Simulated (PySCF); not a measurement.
iodine (I2), singlet, at a GFN2-xTB geometry (core potentials on I); DF-B3LYP/def2-TZVP (PySCF).

Here is a job for PySCF.
```python
from pyscf import gto, scf, dft

mol = gto.M(
    atom='''
I    -0.000000   -0.000000   -1.331921
I     0.000000    0.000000    1.331921
''',
    basis='def2-tzvp',
    ecp={'I': 'def2-tzvp'},
    charge=0,
    spin=0,
    verbose=4,
)

mf = dft.RKS(mol)
mf.xc = 'b3lyp'
mf.diis = False
mf.max_cycle = 100
mf = mf.density_fit(auxbasis='def2-universal-jkfit')
mf.kernel()
```

Output, abridged:

```
PySCF version 2.14.0

[INPUT] verbose = 4
[INPUT] num. atoms = 2
[INPUT] num. electrons = 50
[INPUT] charge = 0
[INPUT] spin (= nelec alpha-beta = 2S) = 0
[INPUT] symmetry False subgroup None
[INPUT] Mole.unit = angstrom
[INPUT] Symbol           X                Y                Z      unit          X                Y                Z       unit  Magmom
[...]
nuclear repulsion = 124.157422559221
number of shells = 32
number of NR pGTOs = 190
number of NR cGTOs = 100
basis = def2-tzvp
ecp = {'I': 'def2-tzvp'}

******** <class 'pyscf.df.df_jk.DFRKS'> ********
method = DFRKS
initial guess = minao
damping factor = 0
level_shift factor = 0
DIIS disabled
SCF conv_tol = 1e-09
SCF conv_tol_grad = None
SCF max_cycles = 100
direct_scf = False
XC library pyscf.dft.libxc version 7.1.2
    S. Lehtola, C. Steigemann, M. J. T. Oliveira, and M. A. L. Marques,  SoftwareX 7, 1–5 (2018)
XC functionals = b3lyp
    P. J. Stephens, F. J. Devlin, C. F. Chabalowski, and M. J. Frisch,  J. Phys. Chem. 98, 11623 (1994)
radial grids:
    Treutler-Ahlrichs [JCP 102, 346 (1995); DOI:10.1063/1.469408] (M4) radial grids

becke partition: Becke, JCP 88, 2547 (1988); DOI:10.1063/1.454033
pruning grids: <function nwchem_prune>
grids dens level: 3
symmetrized grids: False
atomic radii adjust function: <function treutler_atomic_radii_adjust>
small_rho_cutoff = 0
Set gradient conv threshold to 3.16228e-05
Initial guess from minao.
tot grids = 43920
******** <class 'pyscf.df.df.DF'> ********
auxbasis = def2-universal-jkfit
init E= -510.967211007527
[...]
cycle= 1 E= -592.841590922914  delta_E= -81.9  |g|= 4.45  |ddm|= 26.6
[...]
cycle= 2 E= -592.910176405289  delta_E= -0.0686  |g|= 4.49  |ddm|= 11.3
[...]
cycle= 3 E= -593.160451210107  delta_E= -0.25  |g|= 4.16  |ddm|= 9.09
[...]
cycle= 4 E= -591.66970081756  delta_E= 1.49  |g|= 5.14  |ddm|= 8.44
[...]
cycle= 5 E= -589.569681428637  delta_E=  2.1  |g|= 6.65  |ddm|= 8.45
[...]
cycle= 6 E= -585.802849237397  delta_E= 3.77  |g|= 8.01  |ddm|= 13.8
[...]
cycle= 7 E= -582.773256199031  delta_E= 3.03  |g|= 9.82  |ddm|= 14.8
[...]
cycle= 8 E= -580.451883444717  delta_E= 2.32  |g|= 10.7  |ddm|=   15
[...]
cycle= 9 E= -578.194560674709  delta_E= 2.26  |g|= 11.6  |ddm|= 15.9
[...]
cycle= 10 E= -577.278253554472  delta_E= 0.916  |g|= 12.1  |ddm|= 15.8
[...]
cycle= 11 E= -575.905793195025  delta_E= 1.37  |g|= 12.4  |ddm|= 16.4
[...]
cycle= 12 E= -575.719732757111  delta_E= 0.186  |g|= 12.7  |ddm|= 16.4
[...]
[...]
[...]
cycle= 71 E= -574.070078196604  delta_E= 0.308  |g|=   13  |ddm|=   17
[...]
cycle= 72 E= -574.320088579162  delta_E= -0.25  |g|= 13.2  |ddm|= 16.9
[...]
cycle= 73 E= -574.083481748262  delta_E= 0.237  |g|=   13  |ddm|= 16.8
[...]
cycle= 74 E= -574.162465709408  delta_E= -0.079  |g|= 13.3  |ddm|= 16.6
[...]
cycle= 75 E= -574.095932070505  delta_E= 0.0665  |g|=   13  |ddm|= 16.4
[...]
cycle= 76 E= -573.863962961412  delta_E= 0.232  |g|= 13.4  |ddm|= 16.2
[...]
cycle= 77 E= -574.051861338887  delta_E= -0.188  |g|=   13  |ddm|= 16.1

WARN: HOMO 0.0994313764693381 == LUMO 0.0994313764693414

cycle= 78 E= -571.284159202059  delta_E= 2.77  |g|= 13.7  |ddm|= 19.3
[...]
cycle= 79 E= -572.743305019356  delta_E= -1.46  |g|= 12.8  |ddm|= 19.6
[...]
cycle= 80 E= -472.354190275829  delta_E=  100  |g|= 16.8  |ddm|=   22
[...]
cycle= 81 E= -133.706156782704  delta_E=  339  |g|= 22.5  |ddm|= 44.2
[...]
cycle= 82 E= -112.58455760393  delta_E= 21.1  |g|= 22.3  |ddm|= 77.6
[...]
cycle= 83 E= -113.05293394697  delta_E= -0.468  |g|= 22.3  |ddm|=   92
[...]
cycle= 84 E= -113.030646630201  delta_E= 0.0223  |g|= 22.3  |ddm|= 90.9
[...]
cycle= 85 E= -113.031863938966  delta_E= -0.00122  |g|= 22.3  |ddm|=   91
[...]
cycle= 86 E= -113.031784744387  delta_E= 7.92e-05  |g|= 22.3  |ddm|=   91
[...]
cycle= 87 E= -113.031789713911  delta_E= -4.97e-06  |g|= 22.3  |ddm|=   91
[...]
cycle= 88 E= -113.031789396613  delta_E= 3.17e-07  |g|= 22.3  |ddm|=   91
[...]
cycle= 89 E= -113.031789416844  delta_E= -2.02e-08  |g|= 22.3  |ddm|=   91
[...]
cycle= 90 E= -113.031789415562  delta_E= 1.28e-09  |g|= 22.3  |ddm|=   91
[...]
cycle= 91 E= -113.031789415635  delta_E= -7.26e-11  |g|= 22.3  |ddm|=   91
[...]
cycle= 92 E= -113.031789415637  delta_E= -2.73e-12  |g|= 22.3  |ddm|=   91
[...]
cycle= 93 E= -113.03178941563  delta_E= 7.16e-12  |g|= 22.3  |ddm|=   91
[...]
cycle= 94 E= -113.031789415639  delta_E= -8.75e-12  |g|= 22.3  |ddm|=   91
[...]
cycle= 95 E= -113.03178941563  delta_E= 8.98e-12  |g|= 22.3  |ddm|=   91
[...]
cycle= 96 E= -113.031789415639  delta_E= -9.09e-12  |g|= 22.3  |ddm|=   91
[...]
cycle= 97 E= -113.03178941563  delta_E= 9.21e-12  |g|= 22.3  |ddm|=   91
[...]
cycle= 98 E= -113.031789415639  delta_E= -9.32e-12  |g|= 22.3  |ddm|=   91
[...]
cycle= 99 E= -113.03178941563  delta_E= 9.55e-12  |g|= 22.3  |ddm|=   91
[...]
cycle= 100 E= -113.03178941564  delta_E= -1.01e-11  |g|= 22.3  |ddm|=   91
SCF not converged.
SCF energy = -113.03178941564
```

Convergence was not reached.
